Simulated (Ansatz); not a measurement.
Name a neutral molecule of C, F, Ge, N, Si and H with zero-point energy (PBE0-D4/def2-TZVP) between 293 and 309 kJ/mol and size of the dipole moment (ωB97M-V/def2-TZVPP) between 2.55 and 2.85 D (Ansatz, PBE0-D4/def2-TZVP geometry).

`[CH3][GeH2][NH][Si](C)(F)F` (294.6 kJ/mol, 2.73 D). Other molecules can fit too; these were computed, each in one conformer that needn't be the lowest.
